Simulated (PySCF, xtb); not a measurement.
Ga(H)2(OH) (GaH3O), SMILES [GaH2][OH].

Harmonic wavenumbers (cm⁻¹) from GFN2-xTB (xtb) at its own minimum, in rising order: 162, 335, 431, 445, 633, 704, 1709, 1763, 3704.

**Question.** What does PBE-D3(BJ)/def2-TZVP in PySCF give at its own minimum? (Estimate from the structure and the level; the computed values follow.)

**Answer.** 466, 476, 596, 649, 707, 844, 1919, 1967, 3734. Paired by order, the mean absolute difference is 164 cm⁻¹ and the zero-point energies are 14.1 and 16.2 kcal/mol.
